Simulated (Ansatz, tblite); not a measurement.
Spin states of Mo₃H₃Se₉, each relaxed with PBE-D4/def2-SVP in Ansatz. Electronic energies in the gas phase.

In the def2 sets Mo takes a core potential; there is no spin–orbit coupling. The xTB rows come from tblite. B3LYP takes the VWN-RPA correlation. Correlated methods freeze 81 core orbitals; core or outer-core shells of Mo, Se are correlated, in sets that lack core-valence functions. The rows differ in basis, and correlated rows in double-zeta sets carry the largest basis error. Single mean-field runs in def2-TZVP are fitted with def2-universal-jkfit.

Doublet geometry:

```csv
atom,x (Å),y (Å),z (Å)
Mo1,1.123,-0.058,-0.904
Mo2,-0.575,1.814,0.474
Mo3,-1.046,-1.172,0.266
Se4,3.013,-0.213,-2.824
Se5,-0.042,-2.024,-1.750
Se6,3.545,-0.158,-0.502
Se7,0.168,1.859,-1.930
Se8,0.623,3.621,1.224
Se9,-2.655,0.350,-0.415
Se10,0.674,0.036,1.594
Se11,-2.370,2.610,2.073
Se12,-1.729,-2.935,1.843
H13,3.070,-1.701,-3.000
H14,-3.409,1.548,1.892
H15,-0.389,-3.578,1.959
```

Quartet geometry:

```
atom    x (Å)    y (Å)    z (Å)
 Mo1  -0.7832   1.1484  -0.2128
 Mo2   1.0777  -0.2514   1.5309
 Mo3  -0.3716  -1.4850  -0.6513
 Se4  -2.3939   3.2837  -0.4607
 Se5  -2.5132  -0.3982  -0.9423
 Se6  -0.2305   3.1884  -1.4755
 Se7  -0.8983   1.2673   2.1910
 Se8   1.7861   1.8306   2.6156
 Se9  -0.3208  -2.4038   1.4981
Se10   1.4770   0.1902  -0.8414
Se11   3.0910  -1.4313   2.3755
Se12   0.2940  -2.9968  -2.4779
 H13  -3.1890   2.8675  -1.6602
 H14   2.6909  -2.8393   2.0702
 H15   0.2838  -1.9704  -3.5590
```

⟨S²⟩: doublet 0.78 at PBE0-D4/def2-SVP (pure 0.75), quartet 3.79 at PBE0-D4/def2-TZVP (pure 3.75).

Run but left out: HF/def2-SVP, HF/def2-TZVP, PBE-QIDH/def2-TZVP, MP2/def2-SVP (doublet: ⟨S²⟩ 2.16 to 3.94, where a pure state has 0.75).

Only these spin states were relaxed. Higher spins weren't run and may lie lower. The quartet has other bonds than the doublet, so the gap mixes isomer and spin.

| level | quartet − doublet (kJ/mol) | lowest of these |
| --- | --- | --- |
| GFN2-xTB | 110.3 | doublet |
| PBE-D4/def2-TZVP | 95.8 | doublet |
| B3LYP-D4/def2-TZVP | 85.4 | doublet |
| PBE0-D4/def2-TZVP | 74.5 | doublet |

Q: Estimate the rows for GFN1-xTB, r2SCAN-D4/def2-TZVP, RPA@PBE/def2-SVP.

A: 
| level | quartet − doublet (kJ/mol) | lowest of these |
| --- | --- | --- |
| GFN1-xTB | 128.8 | doublet |
| r2SCAN-D4/def2-TZVP | 86.4 | doublet |
| RPA@PBE/def2-SVP | 104.2 | doublet |

The xTB methods have no spin-polarisation term.
